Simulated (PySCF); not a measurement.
C2H4BrGa, SMILES C=[CH][GaH][Br]. Atoms are numbered in the order given.

```xyz
8

Ga    -0.5285     0.5356     0.0000
H     -2.0889     0.7247     0.0000
Br     0.2401    -1.6519     0.0000
C      0.8169     1.9477     0.0000
C      0.4498     3.2472     0.0000
H      1.8912     1.6906     0.0000
H      1.1880     4.0703     0.0000
H     -0.6104     3.5591     0.0000
```

The structure is a stationary point at PBE-D3(BJ)/def2-SVP. The values are those of a single conformer.

Calculation: C-PCM-B3LYP/def2-SVP (PySCF 2.14.0).

The values are the electrostatic part of the solvation free energy, E(continuum) − E(gas) at the gas-phase geometry, in a cavity of scaled van der Waals radii (PySCF's table); cavitation and dispersion terms are not included. A continuum can't describe solvent molecules that bind to the metal. In vacuum the orbital gap is 5.44 eV. The dipole moment in vacuum is 2.58 D.

```
solvent            ε  ΔG(elec) (kcal/mol)  dipole (D)  gap (eV)
-------------  -----  -------------------  ----------  --------
water          78.36                 -3.7        3.42      5.83
1-octanol       9.86                 -3.3        3.32      5.79
cyclohexanone  15.62                 -3.5        3.36      5.80
```
